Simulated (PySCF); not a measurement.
## 31P chemical shifts

Computational details: geometry from GFN2-xTB, PBE0/pcSseg-1 with gauge-including orbitals, in PySCF (averaged over atoms made equivalent by symmetry, fast rotation or ring inversion, relativity neglected, isolated molecule, a single conformation).

Shieldings were converted by a linear fit to measured shifts: 31P: δ = 270.09 − 0.828σ (rms 18.1 ppm, 64 shifts vs H3PO4, solution or neat liquid). Occasional misses reach two or three times the rms, and more in compound classes unlike the fitted ones.

Problem. Give the 31P shifts of `CCC1=C(C)CC[P@@H]1=O`, `CCCP1CC([SiH3])C1`, `OCCC/P=P\CC(F)(F)F`, `C=C[P@](=O)(CC)C(=C)C`.

Solution. 
```tsv
compound	environment	δ (ppm)
CCC1=C(C)CC[P@@H]1=O	phosphorus bonded to 2 C, O, H, in a 5-membered ring	17.3
CCCP1CC([SiH3])C1	phosphorus bonded to 3 C, in a 4-membered ring	16.9
[OH:1][CH2:2][CH2:3][CH2:4]/[P:5]=[P:6]\[CH2:7][C:8]([F:9])([F:10])[F:11]	P5: phosphorus bonded to C, P	531.6
[OH:1][CH2:2][CH2:3][CH2:4]/[P:5]=[P:6]\[CH2:7][C:8]([F:9])([F:10])[F:11]	P6: phosphorus bonded to C, P	459.3
C=C[P@](=O)(CC)C(=C)C	phosphorus bonded to 3 C, O	10.2
```

Problem. Match the shifts 41.6, 21.9, -124.9 ppm to `CC(C)C1=CC[P@@H](=O)C1`, `CC[P@@]1(=O)C=C(C)CC1`, `CC(C)C1CP([SiH3])C1`.

Solution. 41.6: CC[P@@]1(=O)C=C(C)CC1 (phosphorus bonded to 3 C, O, in a 5-membered ring); 21.9: CC(C)C1=CC[P@@H](=O)C1 (phosphorus bonded to 2 C, O, H, in a 5-membered ring); -124.9: CC(C)C1CP([SiH3])C1 (phosphorus bonded to 2 C, Si, in a 4-membered ring).
